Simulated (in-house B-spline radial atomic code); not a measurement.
A fraction x of an electron is removed from 2p in Sc4+, starting from [Ne] 3s2 3p5 and keeping the highest spin. Method: scalar-relativistic (X2C) r2SCAN0, spin-polarised, spherical fractional occupations, Fermi nucleus of rms radius 3.5459 fm. Calculated with a radial B-spline atomic code at the basis-set limit.

Caution: exact exchange at fractional occupations of open shells leaves self-interaction of up to several eV.

```
   x  E(x) - E(0) (eV)  2p down level (eV)
   0            0.0000            -457.489
0.05           22.9345            -459.891
0.14           64.5196            -464.226
0.37          172.5721            -475.377
0.49                 ?                   ?
 0.5          234.7832            -481.722
0.59          278.3365            -486.133
 0.7          332.1084            -491.542
0.87                 ?                   ?
 0.9          431.4042            -501.426
   1          481.7950            -506.391
```

Task: What belongs in the row x = 0.49?

Result: An energy change of 229.9684 eV; 2p down at -481.233 eV.

Task: What belongs in the row x = 0.87?

Result: An energy change of 416.3837 eV; 2p down at -499.940 eV.

Task: Check Janak's theorem between x = 0.05 and 0.14.

Result: The slope of the energy is 462.06 eV; the orbital levels give 462.06 eV (-ε of the emptying orbital, averaged over the two points).
